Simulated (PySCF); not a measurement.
Structure problem from calculated spectra and properties.

Formula: C8H15ClF2.

- 1H NMR: chemical shifts (computed TMS as zero) by class: 4.87 (1 H), 4.82 (1 H), 4.60 (1 H), 4.49 (1 H), 2.13 (1 H), 2.11 (1 H), 1.10 (9 H) ppm [GIAO PBE0/pcSseg-1]
- Dipole: 3.90 D [wB97X-D/def2-SVPD]
- 13C NMR: chemical shifts (computed TMS as zero) by class: 88.1 (1 C), 84.2 (1 C), 82.5 (1 C), 39.7 (1 C), 38.6 (1 C), 27.3 (3 C) ppm [GIAO PBE0/pcSseg-1]
- Rotational structure: rotational constants A, B, C: 1.145, 0.680, 0.616 GHz [PBE0-D3(BJ)/def2-SVP]
- UV, strongest line: among the 10 lowest singlet transitions: S7 at 9.08 eV (137 nm, f = 0.075) [TDDFT wB97X-D/def2-SVPD]
- UV, first state: lowest singlet excitation: 7.17 eV (173 nm, f = 0.001) [TDDFT wB97X-D/def2-SVPD]
- Triplet: lowest triplet excitation (Tamm–Dancoff): 6.55 eV [TDA wB97X-D/def2-SVPD]
- Polarisability: 109.8 au [wB97X-D/def2-SVPD]
- NMR, other nuclei: isotropic shieldings of nuclei other than C and H, by class: 417 (1 F), 419 (1 F), 783 (1 Cl) ppm [GIAO PBE0/pcSseg-1]

Electronic properties: PySCF, gas phase, density fitting. Levels stand in brackets. NMR shifts are as computed; neighbouring signals can stand in another order in a measured spectrum. Geometry: PBE0-D3(BJ)/def2-SVP, one conformer, isolated molecule. NMR classes are plain means over equivalent atoms (diastereotopic ones count apart unless rotation or inversion swaps them), as if these changed places fast.

Problem. Give a SMILES that accounts for the data.

Solution. Numbering: `[CH3:1][C:2]([CH3:3])([CH3:4])[C@@:5]([Cl:6])([CH2:7][F:8])[CH2:9][CH2:10][F:11]`. Its formula, C8H15ClF2, gives 0 degrees of unsaturation, so no ring and no π bond. 8 carbons fall into 6 classes; from least to most shielded: sp3 C–F carbon [C7] (88.1 ppm), sp3 C–Cl carbon [C5] (84.2 ppm), sp3 C–F carbon [C10] (82.5 ppm), chain CH2 carbon [C9] (39.7 ppm), quaternary sp3 carbon [C2] (38.6 ppm), methyl carbon [C1/C3/C4] (27.3 ppm, 3 C). Hydrogen classes from least to most shielded: 1 H on an sp3 C–F carbon, C10 (4.87 ppm), 1 H on an sp3 C–F carbon, C10 (4.82 ppm), 1 H on an sp3 C–F carbon, C7 (4.60 ppm), 1 H on an sp3 C–F carbon, C7 (4.49 ppm), 1 H on a chain CH2 carbon, C9 (2.13 ppm), 1 H on a chain CH2 carbon, C9 (2.11 ppm), 9 H on 3 methyl carbons, C1/C3/C4 (1.10 ppm, a mean of values up to 1.6 ppm apart in this geometry). The other shieldings belong to: 417 ppm, alkyl fluorine [F11]; 419 ppm, alkyl fluorine [F8]; 783 ppm, alkyl chlorine [Cl6]. The optimised geometry has point group C1 and is an asymmetric top. Structure: `CC(C)(C)[C@@](Cl)(CF)CCF`. The assignments are read from this structure; whether some other isomer fits the data as well wasn't checked. The mirror image fits equally.

The values belong to the conformer `[CH3:1][C:2]([CH3:3])([CH3:4])[C@@:5]([Cl:6])([CH2:7][F:8])[CH2:9][CH2:10][F:11]`: C1–C2–C5–Cl6 -57°, C2–C5–C7–F8 -174°, C2–C5–C9–C10 179°, C5–C9–C10–F11 -170°.
